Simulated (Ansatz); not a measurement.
Reaction (formal exchange of groups at the Si–H bond): `O[SiH2]F` + `BOCN` → `BO[SiH](O)F` + CH₃NH₂

Isolated molecules relaxed with PBE0-D4/def2-TZVP in Ansatz; ΔE leaves out vibrations. CBS: MP2 limit from def2 TZ/QZ plus the TZ coupled-cluster correction, frozen cores. Each species was taken in one conformer, which may not be the lowest.

`O[SiH2]F`:

```xyz
6

O    -0.726    0.869    0.582
Si    0.309   -0.244   -0.007
F     0.995    0.270   -1.353
H    -1.554    1.021    0.126
H     1.362   -0.411    1.012
H    -0.385   -1.505   -0.359
```

`BOCN`:

```xyz
10

B    -1.192    1.231   -0.383
O    -0.252    0.728    0.427
C     0.097   -0.668    0.411
N     1.445   -0.912    0.059
H    -1.775    0.512   -1.153
H    -1.413    2.405   -0.307
H    -0.568   -1.183   -0.288
H    -0.085   -1.036    1.422
H     2.090   -0.465    0.696
H     1.653   -0.611   -0.883
```

`BO[SiH](O)F`:

Cartesian coordinates in Å:
```
B 0.183 1.003 -1.590
O 0.248 0.811 -0.255
Si 0.145 -0.515 0.689
O -1.155 -0.296 1.629
F 1.459 -0.586 1.574
H 0.294 2.121 -2.002
H 0.018 0.065 -2.324
H 0.091 -1.747 -0.117
H -1.283 -0.856 2.395
```

CH₃NH₂:

Z-matrix (Å, degrees):
```
C
N 1 1.453
H 1 1.092 2 109.4
H 1 1.100 2 115.4 3 -121.6
H 1 1.092 2 109.4 3 116.8
H 2 1.012 1 110.6 3 62.6
H 2 1.012 1 110.6 3 -179.3
```

```json
{"species": "`O[SiH2]F`", "MP2/def2-TZVPP energy (Eh)": "-465.81088"}
{"species": "`BOCN`", "MP2/def2-TZVPP energy (Eh)": "-196.19379"}
{"species": "`BO[SiH](O)F`", "MP2/def2-TZVPP energy (Eh)": "-566.40485"}
{"species": "CH₃NH₂", "MP2/def2-TZVPP energy (Eh)": "-95.66064"}
```

Q: Work out ΔE.

A: ΔE = (-566.40485) + (-95.66064) − (-465.81088) − (-196.19379) = -0.06082 Eh = -159.7 kJ/mol. CCSD(T)/CBS gives -159.2 kJ/mol.

Q: What do rigid-rotor, harmonic-oscillator terms from PBE0-D4/def2-TZVP frequencies (298.15 K, 1 bar) make of the CCSD(T)/CBS value? (Best estimate.)

A: The calculation gave: ΔZPE = +0.2 kJ/mol, ΔH = -156.0 kJ/mol, ΔS = 17 J/(mol·K), ΔG = -161.0 kJ/mol. Modes under 50 cm⁻¹ make the entropy rough.

Largest T1 diagnostic among the species: 0.013.

Leaving LDA and LC-ωPBE aside and taking each functional with its dispersion term where it has one, the values, not all of them listed here, spread over 24.0 kJ/mol, from BHLYP-D4 to PBE-D4. LDA lies +3.7 kJ/mol from PBE without D4. From r2SCAN to r2SCAN0 (25 % exact exchange), in def2-TZVPP and without D4, ΔE moves by −5.4 kJ/mol. At CCSD(T), def2-SVP lies +29.5 kJ/mol from the extrapolated value and def2-TZVPP +4.3 kJ/mol.
